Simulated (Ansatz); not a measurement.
Basis-set extrapolation for B2H4SSi, SMILES `B1[SiH2]BS1` (PBE0-D4/def2-TZVP geometry, frozen core, Ansatz). Multiplicity 1, RHF reference.

|  | def2-TZVPP | def2-QZVPP |
| --- | --- | --- |
| HF | -738.187614 | -738.209330 |
| MP2 correlation | -0.490239 | -0.526710 |
| CCSD(T) correlation | -0.566902 | not run |

Energies in hartree. Use E(X) = E(∞) + A·exp(−7.88·√X) for Hartree–Fock and E(X) = E(∞) + B·X^(−2.97) for correlation, with X = 3 and 4, and add CCSD(T) minus MP2 of the smaller set to the MP2 limit.

**Question.** What is the CCSD(T) energy at the basis-set limit?

**Answer.** HF limit: -738.209330 + (-0.021716) × 0.13774 = -738.21232. MP2 limit: -0.526710 + (-0.036471) × 0.74074 = -0.55373. Higher-order term: -0.566902 − (-0.490239) = -0.07666. Total: -738.84271 hartree, 231.6 kJ/mol below CCSD(T)/def2-TZVPP.
